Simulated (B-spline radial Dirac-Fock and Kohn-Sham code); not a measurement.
# Auger decay of the N3 hole in Os⁺

System: osmium as Os⁺, [Xe] 4f14 5d6 6p1 (not the ground configuration).

Level of theory: one-electron (LDA, Dirac) transition rates at Dirac-Fock energies; a radial atomic solver. Kinetic energies are configuration averages from the vacuum level; the two-hole energies are estimated from single-hole states.

```
transition  kinetic energy (eV)  width (meV)  share (%)
   N3-N5O1                63.19          767        8.0
   N3-N5N6                97.87         1530       16.1
   N3-N4O3                98.47          384        4.0
   N3-N5O2                99.94          781        8.2
   N3-N5N7                102.4         1770       18.6
   N3-N5O3                113.1         1030       10.8
   N3-N5O4                161.4          366        3.8
   N3-N5O5                162.7          426        4.5
   N3-N6O3                342.7          360        3.8
   N3-N7O3                345.5          438        4.6
```

Coster-Kronig rates are the weakest part of this model and often come out 1.5 to 2.5 times too large. Super-Coster-Kronig decay this fast strains the one-particle picture, and such widths tend to come out too large. The listed channels hold 82 % of the non-radiative rate. Summed by principal shells, of 9.53 eV in all: NNO 55.9 %, NNN 42.0 %, NOO 1.6 %, NNP 0.6 %.

Values without a named source are computed, but for edge energies of neutral atoms, which are taken from tables.
